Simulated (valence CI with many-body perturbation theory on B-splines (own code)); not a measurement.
**Level structure of Ta⁵⁹⁺**

Computed by configuration interaction combined with many-body perturbation theory (CI+MBPT): four valence electrons over a frozen Dirac-Fock core [Ne], radial functions for each j: 11 s, 11 p, 10 d, 8 f, 5 g, 2 h, with the one-electron correlation potential Σ1 (screened to all orders), the two-electron term Σ2, the three-electron term Σ3, Breit, model QED; selected single and double excitations, second order for the rest, scaled by the run's own slope (own B-spline code, finite nucleus).

No measured spectrum was set against this ion. As an estimate, large intervals hold to a few tenths of a per cent, small ones and those within an open d or f shell to about a per cent. Among the levels kept, up to 570 cm⁻¹ of a level comes from second order outside the variational space, and about a tenth of that is noise between levels of different J, which matters for small intervals.

Levels 1 to 45 of 168, with energies above the lowest level, (3s^2 3p1/2^2) J=0. "Leading %" is the weight of the configuration and term that name the level; weights of strongly mixed levels are sums over their largest components and can fall short. In the jj column 3d3/2^4 stands for four electrons in 3d with j = 3/2.

```
No.  Configuration  Term  J  E (eV)  Leading %  Second component      g                   Leading jj
  1         3s²3p²    ³P  0     0.0         69    31 % 3s²3p² ¹S                3s^2 3p1/2^2 (100 %)
  2         3s²3p²    ³P  1   325.4         99                    1.489      3s^2 3p1/2 3p3/2 (99 %)
  3         3s²3p²    ¹D  2   334.6         64    35 % 3s²3p² ³P  1.163      3s^2 3p1/2 3p3/2 (99 %)
  4          3s3p³   ³P°  2   490.3         46    27 % 3s3p³ ⁵S°  1.525      3s 3p1/2^2 3p3/2 (97 %)
  5          3s3p³   ³D°  1   517.7         28    24 % 3s3p³ ¹P°  1.044      3s 3p1/2^2 3p3/2 (82 %)
  6        3s²3p3d   ³F°  2   541.8         74  20 % 3s²3p3d ¹D°  0.753      3s^2 3p1/2 3d3/2 (99 %)
  7        3s²3p3d   ³D°  1   584.7         44  25 % 3s²3p3d ¹P°  0.879      3s^2 3p1/2 3d3/2 (82 %)
  8        3s²3p3d   ³P°  2   637.1         45  34 % 3s²3p3d ³D°  1.286      3s^2 3p1/2 3d5/2 (97 %)
  9        3s²3p3d   ³F°  3   638.2         51  26 % 3s²3p3d ¹F°  1.105      3s^2 3p1/2 3d5/2 (98 %)
 10         3s²3p²    ³P  2   666.9         64    35 % 3s²3p² ¹D  1.311          3s^2 3p3/2^2 (98 %)
 11         3s²3p²    ¹S  0   687.0         68    30 % 3s²3p² ³P                 3s^2 3p3/2^2 (98 %)
 12        3s3p²3d    ³D  1   710.9         44   39 % 3s3p²3d ⁵F  0.438      3s 3p1/2^2 3d3/2 (99 %)
 13        3s3p²3d    ³D  2   718.1         30   19 % 3s3p²3d ⁵F  1.129      3s 3p1/2^2 3d3/2 (97 %)
 14        3s3p²3d    ³D  3   801.3         34   20 % 3s3p²3d ⁵D  1.345      3s 3p1/2^2 3d5/2 (98 %)
 15          3s3p³   ³D°  2   807.6         50    44 % 3s3p³ ⁵S°  1.526      3s 3p1/2 3p3/2^2 (95 %)
 16        3s3p²3d    ³F  2   815.0         28   22 % 3s3p²3d ¹D  1.024      3s 3p1/2^2 3d5/2 (96 %)
 17          3s3p³   ³D°  3   825.6         94                    1.311      3s 3p1/2 3p3/2^2 (94 %)
 18          3s3p³   ³P°  0   837.1         86  13 % 3s²3p3d ³P°             3s 3p1/2 3p3/2^2 (86 %)
 19          3s3p³   ³P°  1   851.6         34    20 % 3s3p³ ³D°  1.270      3s 3p1/2 3p3/2^2 (82 %)
 20          3s3p³   ¹D°  2   851.7         56  12 % 3s²3p3d ³D°  1.082      3s 3p1/2 3p3/2^2 (72 %)
 21          3s3p³   ³S°  1   862.8         32    26 % 3s3p³ ³P°  1.343      3s 3p1/2 3p3/2^2 (97 %)
 22        3s²3p3d   ³F°  3   903.8         44  37 % 3s²3p3d ¹F°  1.084      3s^2 3p3/2 3d3/2 (94 %)
 23        3s²3p3d   ³D°  2   907.7         40    19 % 3s3p³ ¹D°  1.058      3s^2 3p3/2 3d3/2 (71 %)
 24        3s²3p3d   ³P°  1   908.4         46  32 % 3s²3p3d ³D°  1.118      3s^2 3p3/2 3d3/2 (83 %)
 25        3s²3p3d   ³P°  0   909.6         86    13 % 3s3p³ ³P°             3s^2 3p3/2 3d3/2 (86 %)
 26        3s²3p3d   ³F°  4   956.3         99                    1.238      3s^2 3p3/2 3d5/2 (99 %)
 27        3s²3p3d   ³P°  2   965.7         44  41 % 3s²3p3d ¹D°  1.231      3s^2 3p3/2 3d5/2 (96 %)
 28        3s²3p3d   ³D°  3   988.7         60  36 % 3s²3p3d ¹F°  1.198      3s^2 3p3/2 3d5/2 (95 %)
 29        3s²3p3d   ¹P°  1   998.6         63  24 % 3s²3p3d ³P°  1.073      3s^2 3p3/2 3d5/2 (96 %)
 30        3s3p²3d    ⁵F  2  1007.6         22       22 % 3p⁴ ³P  1.175  3s 3p1/2 3p3/2 3d3/2 (64 %)
 31        3s3p²3d    ⁵D  0  1014.9         74   14 % 3s3p²3d ³P         3s 3p1/2 3p3/2 3d3/2 (92 %)
 32        3s3p²3d    ⁵D  1  1017.6         51   22 % 3s3p²3d ⁵F  1.136  3s 3p1/2 3p3/2 3d3/2 (99 %)
 33        3s3p²3d    ⁵F  3  1022.9         44   35 % 3s3p²3d ³F  1.132  3s 3p1/2 3p3/2 3d3/2 (97 %)
 34            3p⁴    ³P  2  1026.7         28   21 % 3s3p²3d ⁵F  1.181  3s 3p1/2 3p3/2 3d3/2 (50 %)
 35            3p⁴    ¹S  0  1038.2         44       25 % 3p⁴ ³P              3p1/2^2 3p3/2^2 (69 %)
 36        3s3p²3d    ³G  4  1039.6         30   20 % 3s3p²3d ⁵F  1.161  3s 3p1/2 3p3/2 3d3/2 (94 %)
 37        3s3p²3d    ³F  2  1053.4         58    9 % 3s3p²3d ³P  0.909  3s 3p1/2 3p3/2 3d3/2 (86 %)
 38        3s3p²3d    ³D  3  1059.6         32   16 % 3s3p²3d ³F  1.278  3s 3p1/2 3p3/2 3d3/2 (92 %)
 39        3s3p²3d    ⁵P  1  1064.1         30   30 % 3s3p²3d ³P  1.712  3s 3p1/2 3p3/2 3d3/2 (97 %)
 40        3s3p²3d    ³D  2  1065.9         25   22 % 3s3p²3d ⁵P  1.382  3s 3p1/2 3p3/2 3d3/2 (85 %)
 41        3s3p²3d    ³G  3  1068.9         46   21 % 3s3p²3d ¹F  0.939  3s 3p1/2 3p3/2 3d3/2 (98 %)
 42        3s3p²3d    ³D  1  1070.5         44   18 % 3s3p²3d ¹P  0.803  3s 3p1/2 3p3/2 3d3/2 (96 %)
 43        3s3p²3d    ⁵D  4  1090.7         47   36 % 3s3p²3d ⁵F  1.383  3s 3p1/2 3p3/2 3d5/2 (99 %)
 44        3s3p²3d    ³D  1  1094.1         48   18 % 3s3p²3d ³P  0.949  3s 3p1/2 3p3/2 3d3/2 (91 %)
 45        3s3p²3d    ³F  2  1096.7         30   14 % 3s3p²3d ¹D  0.960  3s 3p1/2 3p3/2 3d3/2 (75 %)
```

The ionisation energy to 3s²3p ²P°1/2 of the next ion comes out as 6366.3 eV (NIST: 6364 ± 7 eV (theoretical)). All 168 levels together are meant to be complete up to 1652.8 eV.
